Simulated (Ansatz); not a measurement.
# GeSiH3ClO (SMILES Cl[SiH]1[O][GeH2]1): methods side by side

GeSiH3ClO has 7 atoms, charge 0, and is taken as a singlet. SMILES: `Cl[SiH]1[O][GeH2]1`. The coordinates come from a PBE0-D4/def2-TZVP relaxation.

```xyz
7

Cl    0.9467   -2.4888    0.6557
Si   -0.2693   -1.0382   -0.1018
O     0.3998    0.0132   -1.1574
Ge    0.0448    1.1529    0.3269
H    -1.5380   -1.6919   -0.4844
H    -0.9002    2.2741   -0.1282
H     1.3775    1.7106    0.8435
```

Each level gives the electronic atomisation energy (eV). The values are calculated. Electronic energies at fixed atoms, without zero-point motion or spin-orbit coupling.

```json
{"level": "HF/6-31G* (spherical functions)", "kind": "Hartree–Fock", "program": "Ansatz", "value (eV)": "14.50"}
{"level": "SVWN5/6-31G* (spherical functions)", "kind": "LDA", "program": "Ansatz", "value (eV)": "25.33"}
{"level": "PBE/6-31G* (spherical functions)", "kind": "GGA", "program": "Ansatz", "value (eV)": "21.85"}
{"level": "r2SCAN/6-31G* (spherical functions)", "kind": "meta-GGA", "program": "Ansatz", "value (eV)": "21.88"}
{"level": "r2SCAN0/6-31G* (spherical functions)", "kind": "hybrid meta-GGA", "program": "Ansatz", "value (eV)": "21.28"}
{"level": "CAM-B3LYP/6-31G* (spherical functions)", "kind": "range-separated hybrid", "program": "Ansatz", "value (eV)": "21.38"}
{"level": "MP2/6-31G* (spherical functions)", "kind": "perturbation theory", "program": "Ansatz", "value (eV)": "19.79"}
{"level": "CCSD/6-31G* (spherical functions)", "kind": "coupled cluster or CI", "program": "Ansatz", "value (eV)": "18.97"}
```

All-electron rows without a relativistic Hamiltonian named are non-relativistic. Correlated wave functions underbind in double-zeta sets. The values span 14.50 to 25.33 eV. In the correlated wave-function rows the outer d shell of Ge is correlated, in sets not made for it.
